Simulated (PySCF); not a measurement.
# Polarisability and C₆ of Tc²⁺ (technetium, charge +2)

[Kr] 4d5, high-spin 6S determinant. Calculation: PySCF 2.14, in aug-cc-pVTZ-DK (9s8p6d3f2g, 102 functions); scalar relativity by spin-free X2C-1e. Coupled (time-dependent) response in atomic units; α is the mean over directions.

```json
{"method": "UHF", "mean α (bohr³)": "8.140", "C₆ (like pair)": "43.38", "S(−4)": "19.47"}
{"method": "PBE", "mean α (bohr³)": "9.267", "C₆ (like pair)": "49.90", "S(−4)": "29.64"}
```

S(−4) is the Cauchy moment in α(ω) = α(0) + S(−4) ω² + …

α(iu) at UHF:

```
u (hartree)  α(iu) (bohr³)
          0          8.140
     0.0500          8.092
      0.100          7.953
      0.200          7.474
      0.300          6.862
      0.500          5.658
      0.750          4.469
       1.00          3.592
       1.50          2.431
       2.00          1.729
       3.00         0.9791
       5.00         0.4261
```

For an ion, C₆ is the dispersion term alone; charge-induced terms of lower order in 1/R come first.
